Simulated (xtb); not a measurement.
H3O4S (SMILES O=S(O)(O)=[OH+]), charge +1, singlet, from a rough starting geometry; xtb 6.7.1 with GFN2-xTB.

The xtb input:
```
$ xtb mol.xyz --gfn 2 --chrg 1 --opt vtight --json

# file mol.xyz
8

O      0.07507846    -1.20602921    -1.00138555
S     -0.00300720    -0.13240699    -0.11634971
O     -1.35521390     0.44830474     0.02111587
O      0.87901058     1.06777883    -0.51054341
O      0.36025795    -0.42293882     1.39557416
H     -1.87936508     0.63116243    -0.72138995
H      1.80668789     0.89583912    -0.80282621
H      0.16332242    -1.26917677     1.75697795
```

It wrote (shortened):

```
   ID    Z sym.   atoms
    1    8 O      1, 3-5
    2   16 S      2
    3    1 H      6-8

           -------------------------------------------------
          |                Calculation Setup                |
           -------------------------------------------------

           -------------------------------------------------
          |                 G F N 2 - x T B                 |
           -------------------------------------------------

          ...................................................
          :                      SETUP                      :
          :.................................................:
          :  # basis functions                  29          :
          :  # atomic orbitals                  28          :
          :  # shells                           14          :
          :  # electrons                        32          :
          :  max. iterations                   250          :
          :  Hamiltonian                  GFN2-xTB          :
          :  restarted?                      false          :
          :  GBSA solvation                  false          :
          :  PC potential                    false          :
          :  electronic temp.          300.0000000     K    :
          :  accuracy                    1.0000000          :
          :  -> integral cutoff          0.2500000E+02      :
          :  -> integral neglect         0.1000000E-07      :
          :  -> SCF convergence          0.1000000E-05 Eh   :
          :  -> wf. convergence          0.1000000E-03 e    :
          :  Broyden damping             0.4000000          :
          :  net charge                          1          :
          :  unpaired electrons                  0          :
          ...................................................

 iter      E             dE          RMSdq      gap      omega  full diag
   1    -20.6820695 -0.206821E+02  0.871E+00    9.55       0.0  T
   2    -20.6985907 -0.165212E-01  0.509E+00    8.95       1.0  T
   3    -20.7058113 -0.722056E-02  0.112E+00    8.55       1.0  T
   4    -20.7071108 -0.129950E-02  0.584E-01    8.57       1.0  T
   5    -20.7077720 -0.661152E-03  0.236E-01    8.58       1.0  T
   6    -20.7078984 -0.126437E-03  0.659E-02    8.58       1.0  T
   7    -20.7079031 -0.470706E-05  0.189E-02    8.56       1.9  T
   8    -20.7079038 -0.681163E-06  0.670E-03    8.57       5.3  T
   9    -20.7079038 -0.157485E-07  0.145E-03    8.56      24.4  T
  10    -20.7079038 -0.318280E-08  0.220E-04    8.56     160.9  T
  11    -20.7079038 -0.355023E-10  0.862E-05    8.56     410.3  T

   *** convergence criteria satisfied after 11 iterations ***

         :::::::::::::::::::::::::::::::::::::::::::::::::::::
         ::                     SUMMARY                     ::
         :::::::::::::::::::::::::::::::::::::::::::::::::::::
         :: total energy             -20.587997297898 Eh    ::
         :: gradient norm              0.085649289039 Eh/a0 ::
         :: HOMO-LUMO gap              8.564728924364 eV    ::
         ::.................................................::
         :: SCC energy               -20.707902234280 Eh    ::
         :: -> isotropic ES            0.137692393220 Eh    ::
         :: -> anisotropic ES         -0.000175656064 Eh    ::
         :: -> anisotropic XC         -0.005416731463 Eh    ::
         :: -> dispersion             -0.004141152363 Eh    ::
         :: repulsion energy           0.119904936382 Eh    ::
         :: add. restraining           0.000000000000 Eh    ::
         :: total charge               1.000000000000 e     ::
         :::::::::::::::::::::::::::::::::::::::::::::::::::::

      -----------------------------------------------------------
     |                   =====================                   |
     |                        A N C O P T                        |
     |                   =====================                   |
     |               Approximate Normal Coordinate               |
     |                Rational Function Optimizer                |
      -----------------------------------------------------------
      -----------------------------------------------------------
     |                   =====================                   |
     |                        A N C O P T                        |
     |                   =====================                   |
     |               Approximate Normal Coordinate               |
     |                Rational Function Optimizer                |
      -----------------------------------------------------------

          ...................................................
          :                      SETUP                      :
          :.................................................:
          :   optimization level         verytight          :
          :   max. optcycles                   200          :
          :   ANC micro-cycles                  20          :
          :   degrees of freedom                18          :
          :.................................................:
          :   RF solver                   davidson          :
          :   write xtbopt.log                true          :
          :   linear?                        false          :
          :   energy convergence         0.1000000E-06 Eh   :
          :   grad. convergence          0.2000000E-03 Eh/α :
          :   maxmium RF displ.          1.0000000          :
          :   Hlow (freq-cutoff)         0.1000000E-01      :
          :   Hmax (freq-cutoff)         5.0000000          :
          :   S6 in model hess.         20.0000000          :
          ...................................................

generating ANC from exact Hessian ...
Using Lindh-Hessian (1995)
 Shifting diagonal of input Hessian by    0.0000000000000000
 Lowest  eigenvalues of input Hessian
    0.000000    0.000000    0.000000    0.000000    0.000000    0.000000
[...]
 * total energy  :   -20.5941368 Eh     change       -0.7117646E-05 Eh
 * total energy  :   -20.5941487 Eh     change       -0.1189021E-04 Eh
 * total energy  :   -20.5941546 Eh     change       -0.5947356E-05 Eh
 * total energy  :   -20.5941629 Eh     change       -0.8233275E-05 Eh
 * total energy  :   -20.5941663 Eh     change       -0.3448989E-05 Eh
 * total energy  :   -20.5941678 Eh     change       -0.1465391E-05 Eh
 * total energy  :   -20.5941687 Eh     change       -0.9096446E-06 Eh
 * total energy  :   -20.5941693 Eh     change       -0.5904802E-06 Eh
 * total energy  :   -20.5941695 Eh     change       -0.2770119E-06 Eh
 * total energy  :   -20.5941697 Eh     change       -0.1634979E-06 Eh
 * total energy  :   -20.5941699 Eh     change       -0.1395992E-06 Eh
 * total energy  :   -20.5941700 Eh     change       -0.1359936E-06 Eh
 * total energy  :   -20.5941700 Eh     change       -0.6307813E-07 Eh
   *** GEOMETRY OPTIMIZATION CONVERGED AFTER 22 ITERATIONS ***
[...]
         ::                     SUMMARY                     ::
         :::::::::::::::::::::::::::::::::::::::::::::::::::::
         :: total energy             -20.594170049846 Eh    ::
         :: gradient norm              0.000125034330 Eh/a0 ::
         :: HOMO-LUMO gap              8.972875158407 eV    ::
         ::.................................................::
         :: SCC energy               -20.706698950538 Eh    ::
         :: -> isotropic ES            0.137521239086 Eh    ::
         :: -> anisotropic ES         -0.000681993933 Eh    ::
         :: -> anisotropic XC         -0.005635899801 Eh    ::
         :: -> dispersion             -0.004148272900 Eh    ::
         :: repulsion energy           0.112528900691 Eh    ::
         :: add. restraining           0.000000000000 Eh    ::
         :: total charge               1.000000000000 e     ::
         :::::::::::::::::::::::::::::::::::::::::::::::::::::

           -------------------------------------------------
          |                Property Printout                |
           -------------------------------------------------

    * Orbital Energies and Occupations

         #    Occupation            Energy/Eh            Energy/eV
      -------------------------------------------------------------
         1        2.0000           -1.0551521             -28.7121
       ...           ...                  ...                  ...
         4        2.0000           -0.9403310             -25.5877
         5        2.0000           -0.9003126             -24.4988
         6        2.0000           -0.8477806             -23.0693
         7        2.0000           -0.8475400             -23.0627
         8        2.0000           -0.8279805             -22.5305
         9        2.0000           -0.7919743             -21.5507
        10        2.0000           -0.7918481             -21.5473
        11        2.0000           -0.7533209             -20.4989
        12        2.0000           -0.7530686             -20.4920
        13        2.0000           -0.7507065             -20.4278
        14        2.0000           -0.7296247             -19.8541
        15        2.0000           -0.7042297             -19.1631
        16        2.0000           -0.7042225             -19.1629 (HOMO)
        17                         -0.3744754             -10.1900 (LUMO)
        18                         -0.2798015              -7.6138
        19                         -0.2796044              -7.6084
        20                         -0.2612453              -7.1088
        21                         -0.1041594              -2.8343
        22                         -0.1039526              -2.8287
        23                          0.0219050               0.5961
        24                          0.0224324               0.6104
        25                          0.0240903               0.6555
        26                          0.7103056              19.3284
        27                          0.7104412              19.3321
        28                          1.0846104              29.5138
      -------------------------------------------------------------
                  HL-Gap            0.3297471 Eh            8.9729 eV
             Fermi-level           -0.5393489 Eh          -14.6764 eV

     #   Z          covCN         q      C6AA      α(0)
     1   8 O        0.860    -0.574    25.476     6.767
     2  16 S        3.468     1.824    86.016    15.610
     3   8 O        1.664    -0.511    23.135     6.493
     4   8 O        1.664    -0.511    23.134     6.493
     5   8 O        1.664    -0.511    23.130     6.493
     6   1 H        0.815     0.428     0.435     1.036
     7   1 H        0.815     0.428     0.435     1.036
     8   1 H        0.815     0.428     0.435     1.036

 Mol. C6AA /au·bohr⁶  :        932.982690
 Mol. C8AA /au·bohr⁸  :      25039.528297
 Mol. α(0) /au        :         44.962654

Wiberg/Mayer (AO) data.
largest (>0.10) Wiberg bond orders for each atom

 ---------------------------------------------------------------------------
     #   Z sym  total        # sym  WBO       # sym  WBO       # sym  WBO
 ---------------------------------------------------------------------------
     1   8 O    1.886 --     2 S    1.554     4 O    0.110     5 O    0.110
                             3 O    0.110
     2  16 S    4.785 --     1 O    1.554     5 O    1.065     4 O    1.065
                             3 O    1.065
     3   8 O    2.088 --     2 S    1.065     6 H    0.791     1 O    0.110
     4   8 O    2.088 --     2 S    1.065     7 H    0.791     1 O    0.110
     5   8 O    2.088 --     2 S    1.065     8 H    0.791     1 O    0.110
     6   1 H    0.817 --     3 O    0.791
     7   1 H    0.817 --     4 O    0.791
     8   1 H    0.817 --     5 O    0.791
 ---------------------------------------------------------------------------

Topologies differ in total number of bonds
Writing topology from bond orders to xtbtopo.mol

molecular dipole:
                 x           y           z       tot (Debye)
 q only:        0.008       0.013       0.008
   full:        0.004       0.068       0.051       0.216
molecular quadrupole (traceless):
                xx          xy          yy          xz          yz          zz
 q only:        5.653       0.687      -4.678       0.537      -8.388      -0.975
  q+dip:        6.573       0.799      -5.439       0.625      -9.754      -1.134
   full:        6.755       0.822      -5.590       0.642     -10.025      -1.165

optimized geometry written to: xtbopt.xyz

           -------------------------------------------------
          | TOTAL ENERGY              -20.594170049846 Eh   |
          | GRADIENT NORM               0.000125034330 Eh/α |
          | HOMO-LUMO GAP               8.972875158407 eV   |
           -------------------------------------------------

normal termination of xtb
```
